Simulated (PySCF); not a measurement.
# Orbital levels and atomic charges

System: Si11Ge12H30 (nanocrystal SiGe).

Cartesian coordinates (Å):
```
  1 Ge   -2.890   -1.738   -3.410
  2 Si   -0.816   -0.733    3.885
  3 Ge   -0.833   -0.769   -0.214
  4 Si   -0.853   -0.791   -2.653
  5 Ge   -4.703   -0.823   -0.300
  6 Ge   -2.701   -1.820    2.987
  7 Si   -4.871   -0.738   -2.642
  8 Si   -2.799   -1.855    0.629
  9 Ge   -0.703    1.490   -3.340
 10 Ge   -0.701    1.488    3.029
 11 Si   -0.798    1.503    0.633
 12 Ge    1.193   -1.789   -3.361
 13 Si    3.143   -0.723    3.879
 14 Ge    3.032   -0.663   -0.235
 15 Si    3.182   -0.738   -2.616
 16 Ge    1.175   -1.741    3.047
 17 Si    1.151   -1.854    0.653
 18 Ge    3.054    1.503   -3.361
 19 Si    1.155    2.693    3.868
 20 Ge    1.164    2.560   -0.243
 21 Ge    3.031    1.496    3.061
 22 Si    1.175    2.731   -2.622
 23 Si    3.128    1.549    0.675
 24 H    -2.855   -1.953   -4.913
 25 H    -2.852   -3.193   -2.957
 26 H    -0.810   -0.725    5.357
 27 H    -5.982   -1.343    0.332
 28 H    -4.738    0.598    0.238
 29 H    -3.968   -1.212    3.560
 30 H    -2.815   -3.224    3.554
 31 H    -6.078   -1.386   -3.159
 32 H    -4.881    0.654   -3.104
 33 H    -2.777   -3.260    0.175
 34 H    -0.884    1.605   -4.846
 35 H    -1.981    2.202   -2.907
 36 H    -1.967    2.206    3.504
 37 H    -2.013    2.196    0.165
 38 H     1.198   -1.956   -4.871
 39 H     1.191   -3.254   -2.959
 40 H     3.194   -0.753    5.347
 41 H     4.354   -1.405    3.406
 42 H     4.267   -1.396    0.306
 43 H     4.388   -1.417   -3.110
 44 H     1.172   -3.194    3.530
 45 H     1.172   -3.253    0.192
 46 H     3.188    1.576   -4.871
 47 H     4.330    2.235   -2.976
 48 H     1.167    4.082    3.395
 49 H     1.146    2.751    5.336
 50 H     1.124    3.991    0.310
 51 H     4.284    2.228    3.552
 52 H     1.183    4.114   -3.119
 53 H     4.329    2.244    0.182
```

Method: PBE/def2-SVP, gas phase, PySCF, fitting set def2-universal-JFIT, grid level 1.

Spin-orbit coupling is left out, which matters for the heavier atoms here.

Q: Give the orbital energies near the gap.

A: 
```json
{"orbital": "HOMO-4", "eV": "-6.34"}
{"orbital": "HOMO-3", "eV": "-6.18"}
{"orbital": "HOMO-2", "eV": "-6.11"}
{"orbital": "HOMO-1", "eV": "-6.11"}
{"orbital": "HOMO", "eV": "-5.92"}
{"orbital": "LUMO", "eV": "-2.24"}
{"orbital": "LUMO+1", "eV": "-2.03"}
{"orbital": "LUMO+2", "eV": "-1.88"}
{"orbital": "LUMO+3", "eV": "-1.82"}
```

Q: Give the partial charges of the non-hydrogen atoms.

A: 
```csv
atom,Mulliken,IAO,Hirshfeld
Ge1,0.09,0.06,0.11
Si2,-0.01,0.12,0.09
Ge3,-0.07,-0.11,-0.01
Si4,-0.18,0.04,0.03
Ge5,0.05,0.05,0.11
Ge6,0.10,0.07,0.12
Si7,0.09,0.21,0.17
Si8,-0.01,0.11,0.08
Ge9,0.08,0.04,0.09
Ge10,0.00,-0.05,0.05
Si11,-0.05,0.12,0.08
Ge12,0.10,0.06,0.10
Si13,0.10,0.22,0.14
Ge14,0.01,-0.04,0.04
Si15,-0.01,0.13,0.10
Ge16,0.00,-0.05,0.05
Si17,-0.03,0.12,0.08
Ge18,0.06,0.04,0.10
Si19,0.10,0.22,0.14
Ge20,0.02,-0.04,0.04
Ge21,-0.01,-0.05,0.06
Si22,0.00,0.13,0.10
Si23,-0.04,0.12,0.08
```
